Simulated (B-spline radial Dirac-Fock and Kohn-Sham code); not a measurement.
**What relativity does to the binding energies of Ti⁷⁺**

System: Ti⁷⁺, configuration [Ne] 3s2 3p3.

Both columns are ΔSCF binding energies of the configuration average from a radial atomic solver: non-relativistic Hartree-Fock with a point nucleus, and Dirac-Fock with a finite nucleus and the Coulomb interaction alone, averaged over the two j levels with weights 2j+1.

| shell | Hartree-Fock (eV) | Dirac-Fock (eV) | shift (eV) | shift (%) |
| --- | --- | --- | --- | --- |
| 1s | 5103.6 | 5136.0 | +32.36 | +0.63 |
| 2s | 715.4 | 721.8 | +6.37 | +0.89 |
| 3s | 191.2 | 192.3 | +1.16 | +0.60 |
| 3p | 165.2 | 165.4 | +0.20 | +0.12 |

Relativity binds 1s, 2s, 3s, 3p more strongly, among those listed most of all 2s in relative terms.

Values without a named source are computed, but for edge energies of neutral atoms, which are taken from tables.
